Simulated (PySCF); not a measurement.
## Atomic charges against the basis set

Compound: C4H7FSi.
Cartesian coordinates in Å at the PBE0-D3(BJ)/def2-SVP level; atoms count from 1:
```xyz
13
C4H7FSi angstrom
C      3.1080   -0.5015    0.7253
C      1.9514   -0.1633    0.8460
C      0.5517    0.2266    0.9609
C     -0.3164   -0.2844   -0.1970
Si    -2.1070    0.2374   -0.0830
F     -2.1572    1.8673   -0.0517
H      4.1368   -0.7941    0.6253
H      0.4895    1.3271    1.0141
H      0.1563   -0.1428    1.9235
H     -0.2784   -1.3868   -0.2464
H      0.0882    0.0751   -1.1585
H     -2.7377   -0.2495    1.1781
H     -2.8790   -0.2284   -1.2689
```

PBE0 throughout (PySCF), one geometry, spherical d and f functions. The structure is a single PBE0-D3(BJ)/def2-SVP conformer in the gas phase; no vibrational or solvent corrections. The first 7 of 10 kinds of atom are listed.

Mulliken charges (e):

| basis | functions | C1 | C2 | C3 | C4 | Si5 | F6 | H7 |
| --- | --- | --- | --- | --- | --- | --- | --- | --- |
| STO-3G | 41 | -0.151 | -0.042 | -0.160 | -0.310 | +0.704 | -0.250 | +0.115 |
| 6-31G | 72 | -0.474 | +0.145 | -0.368 | -0.682 | +0.981 | -0.476 | +0.276 |
| pcSseg-0 | 72 | -0.313 | -0.077 | -0.432 | -1.030 | +1.146 | -0.505 | +0.276 |
| 6-31G* | 102 | -0.506 | +0.295 | -0.471 | -0.579 | +0.784 | -0.419 | +0.234 |
| cc-pVDZ | 123 | -0.428 | +0.300 | -0.060 | -0.218 | +0.581 | -0.334 | +0.005 |
| def2-SVP | 123 | -0.455 | +0.246 | +0.023 | -0.348 | +0.717 | -0.362 | +0.043 |
| aug-cc-pVDZ | 205 | +1.000 | -0.407 | +0.305 | +0.391 | +0.359 | -0.653 | -0.667 |
| 6-311+G(2d,p) | 212 | -1.095 | +1.180 | -0.613 | -0.604 | +0.850 | -0.456 | +0.158 |
| def2-TZVP | 234 | -0.124 | -0.024 | -0.352 | -0.319 | +0.493 | -0.339 | +0.176 |
| cc-pVTZ | 282 | -0.233 | +0.004 | -0.177 | -0.254 | +0.468 | -0.305 | +0.149 |
| IGLO-III | 289 | -0.185 | -0.049 | -0.258 | -0.468 | +1.079 | -0.511 | +0.147 |
| pcSseg-2 | 321 | -0.273 | +0.118 | -0.029 | -0.291 | +0.881 | -0.430 | +0.051 |

IAO charges (e):

| basis | functions | C1 | C2 | C3 | C4 | Si5 | F6 | H7 |
| --- | --- | --- | --- | --- | --- | --- | --- | --- |
| STO-3G | 41 | -0.178 | -0.037 | -0.272 | -0.509 | +0.900 | -0.370 | +0.158 |
| 6-31G | 72 | -0.246 | -0.025 | -0.273 | -0.548 | +0.935 | -0.510 | +0.199 |
| pcSseg-0 | 72 | -0.233 | -0.026 | -0.276 | -0.566 | +0.946 | -0.495 | +0.190 |
| 6-31G* | 102 | -0.242 | -0.027 | -0.261 | -0.559 | +1.068 | -0.529 | +0.194 |
| cc-pVDZ | 123 | -0.251 | -0.025 | -0.263 | -0.554 | +1.055 | -0.528 | +0.198 |
| def2-SVP | 123 | -0.243 | -0.023 | -0.259 | -0.553 | +1.071 | -0.527 | +0.191 |
| aug-cc-pVDZ | 205 | -0.263 | -0.024 | -0.267 | -0.559 | +1.062 | -0.542 | +0.204 |
| 6-311+G(2d,p) | 212 | -0.262 | -0.024 | -0.269 | -0.570 | +1.092 | -0.546 | +0.203 |
| def2-TZVP | 234 | -0.262 | -0.024 | -0.268 | -0.574 | +1.105 | -0.547 | +0.203 |
| cc-pVTZ | 282 | -0.261 | -0.024 | -0.268 | -0.571 | +1.091 | -0.543 | +0.203 |
| IGLO-III | 289 | -0.264 | -0.024 | -0.270 | -0.573 | +1.101 | -0.547 | +0.204 |
| pcSseg-2 | 321 | -0.262 | -0.024 | -0.269 | -0.574 | +1.103 | -0.547 | +0.203 |

Hirshfeld charges (e):

| basis | functions | C1 | C2 | C3 | C4 | Si5 | F6 | H7 |
| --- | --- | --- | --- | --- | --- | --- | --- | --- |
| STO-3G | 41 | -0.114 | -0.067 | +0.021 | -0.094 | +0.450 | -0.171 | +0.075 |
| 6-31G | 72 | -0.136 | -0.049 | -0.024 | -0.139 | +0.426 | -0.244 | +0.096 |
| pcSseg-0 | 72 | -0.128 | -0.045 | -0.030 | -0.138 | +0.459 | -0.235 | +0.093 |
| 6-31G* | 102 | -0.137 | -0.051 | -0.025 | -0.140 | +0.403 | -0.209 | +0.097 |
| cc-pVDZ | 123 | -0.133 | -0.044 | -0.038 | -0.147 | +0.417 | -0.201 | +0.093 |
| def2-SVP | 123 | -0.131 | -0.041 | -0.042 | -0.150 | +0.427 | -0.204 | +0.091 |
| aug-cc-pVDZ | 205 | -0.129 | -0.043 | -0.057 | -0.163 | +0.435 | -0.216 | +0.092 |
| 6-311+G(2d,p) | 212 | -0.129 | -0.047 | -0.053 | -0.158 | +0.437 | -0.218 | +0.093 |
| def2-TZVP | 234 | -0.131 | -0.044 | -0.052 | -0.158 | +0.426 | -0.208 | +0.092 |
| cc-pVTZ | 282 | -0.132 | -0.042 | -0.051 | -0.157 | +0.422 | -0.204 | +0.092 |
| IGLO-III | 289 | -0.130 | -0.044 | -0.057 | -0.160 | +0.424 | -0.207 | +0.092 |
| pcSseg-2 | 321 | -0.129 | -0.041 | -0.057 | -0.163 | +0.434 | -0.212 | +0.091 |

ESP-fitted charges (e):

| basis | functions | C1 | C2 | C3 | C4 | Si5 | F6 | H7 |
| --- | --- | --- | --- | --- | --- | --- | --- | --- |
| STO-3G | 41 | -0.285 | -0.066 | +0.059 | -0.267 | +0.537 | -0.202 | +0.201 |
| 6-31G | 72 | -0.431 | -0.054 | +0.196 | -0.422 | +0.743 | -0.394 | +0.297 |
| pcSseg-0 | 72 | -0.433 | -0.064 | +0.194 | -0.493 | +0.851 | -0.381 | +0.307 |
| 6-31G* | 102 | -0.452 | -0.039 | +0.121 | -0.288 | +0.514 | -0.270 | +0.308 |
| cc-pVDZ | 123 | -0.432 | -0.085 | +0.198 | -0.298 | +0.505 | -0.277 | +0.302 |
| def2-SVP | 123 | -0.432 | -0.079 | +0.212 | -0.325 | +0.562 | -0.286 | +0.299 |
| aug-cc-pVDZ | 205 | -0.490 | -0.040 | +0.189 | -0.317 | +0.510 | -0.282 | +0.323 |
| 6-311+G(2d,p) | 212 | -0.492 | -0.051 | +0.206 | -0.330 | +0.526 | -0.291 | +0.328 |
| def2-TZVP | 234 | -0.496 | -0.040 | +0.190 | -0.300 | +0.514 | -0.277 | +0.327 |
| cc-pVTZ | 282 | -0.486 | -0.042 | +0.182 | -0.310 | +0.509 | -0.270 | +0.323 |
| IGLO-III | 289 | -0.492 | -0.039 | +0.183 | -0.307 | +0.495 | -0.272 | +0.324 |
| pcSseg-2 | 321 | -0.487 | -0.049 | +0.209 | -0.330 | +0.562 | -0.297 | +0.323 |

Which scheme is steadiest as the basis changes?

Largest range over the bases for any column: Hirshfeld 0.08 e, IAO 0.21 e, ESP-fitted 0.36 e, Mulliken 2.09 e. Hirshfeld charges move least and Mulliken charges most, counted in e. Without the minimal STO-3G basis the ranges are Hirshfeld 0.06, IAO 0.17, ESP-fitted 0.36, Mulliken 2.09 e.

How much do the charges still move between the two largest bases, IGLO-III and pcSseg-2?

At most, over all atoms: Mulliken 0.229 e, IAO 0.003 e, Hirshfeld 0.010 e, ESP-fitted 0.067 e.

What do the same runs give for the total energy, the frontier levels and the dipole moment?

```json
{"basis": "STO-3G", "energy (Eh)": "-538.8460", "HOMO (eV)": "-5.10", "LUMO (eV)": "5.16", "μ (D)": "0.87"}
{"basis": "6-31G", "energy (Eh)": "-545.4216", "HOMO (eV)": "-7.60", "LUMO (eV)": "0.56", "μ (D)": "2.08"}
{"basis": "pcSseg-0", "energy (Eh)": "-544.6229", "HOMO (eV)": "-7.91", "LUMO (eV)": "0.68", "μ (D)": "1.79"}
{"basis": "6-31G*", "energy (Eh)": "-545.5188", "HOMO (eV)": "-7.46", "LUMO (eV)": "0.63", "μ (D)": "1.43"}
{"basis": "cc-pVDZ", "energy (Eh)": "-545.5501", "HOMO (eV)": "-7.65", "LUMO (eV)": "0.58", "μ (D)": "1.45"}
{"basis": "def2-SVP", "energy (Eh)": "-545.2632", "HOMO (eV)": "-7.73", "LUMO (eV)": "0.66", "μ (D)": "1.42"}
{"basis": "aug-cc-pVDZ", "energy (Eh)": "-545.5720", "HOMO (eV)": "-7.80", "LUMO (eV)": "-0.17", "μ (D)": "1.46"}
{"basis": "6-311+G(2d,p)", "energy (Eh)": "-545.6368", "HOMO (eV)": "-7.82", "LUMO (eV)": "-0.13", "μ (D)": "1.50"}
{"basis": "def2-TZVP", "energy (Eh)": "-545.6634", "HOMO (eV)": "-7.80", "LUMO (eV)": "0.15", "μ (D)": "1.40"}
{"basis": "cc-pVTZ", "energy (Eh)": "-545.6537", "HOMO (eV)": "-7.77", "LUMO (eV)": "0.28", "μ (D)": "1.36"}
{"basis": "IGLO-III", "energy (Eh)": "-545.6686", "HOMO (eV)": "-7.81", "LUMO (eV)": "0.26", "μ (D)": "1.41"}
{"basis": "pcSseg-2", "energy (Eh)": "-545.6702", "HOMO (eV)": "-7.82", "LUMO (eV)": "0.04", "μ (D)": "1.48"}
```

The dipole is fixed by the density alone, so its range of 1.21 D shows that the density itself changes with the basis, not only its division among atoms.
